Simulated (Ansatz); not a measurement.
The same path of BHOSSe (5 atoms, charge 0, multiplicity 1) was run twice with different band settings. The coordinate that changes most is the dihedral B2–O3–Se4–H5.

The calculation used RKS PBE0/def2-SVP in Ansatz.

Relaxed end points:

```xyz
5
Properties=species:S:1:pos:R:3
S -0.819 -1.814 1.666
B -0.197 -1.017 0.393
O 0.288 -0.412 -0.669
Se 0.997 1.288 -0.514
H -0.269 1.955 -0.876
```

```xyz
5
Properties=species:S:1:pos:R:3
S -0.906 -1.879 1.535
B 0.028 -0.789 0.773
O 0.814 0.101 0.204
Se 0.427 0.709 -1.498
H -0.363 1.858 -1.014
```

Common settings: spring 5.0 eV/Å²; optimiser quadratic models (default); start path IDPP; force threshold 0.03 eV/Å; end points relaxed.

| run | movable images | climbing image | iteration limit |
| --- | --- | --- | --- |
| 1 | 9 | yes | 41 |
| 2 | 1 | no | 60 |

Q: What does each run give, and how far can it be trusted?

A: Run 1: converged after 7 iterations, highest image 0.051 eV above the first end. A vibrational analysis at the climbing image gives one clearly imaginary mode, 110i cm⁻¹: a first-order saddle point.
Run 2: converged after 7 iterations, highest image 0.051 eV above the first end. The dihedral B2–O3–Se4–H5 jumps by 94° between images 1 and 2, so the path isn't resolved there. No image climbed, so the highest image needn't sit at the top of the path. So few images can step over the top or miss a turn of the path.
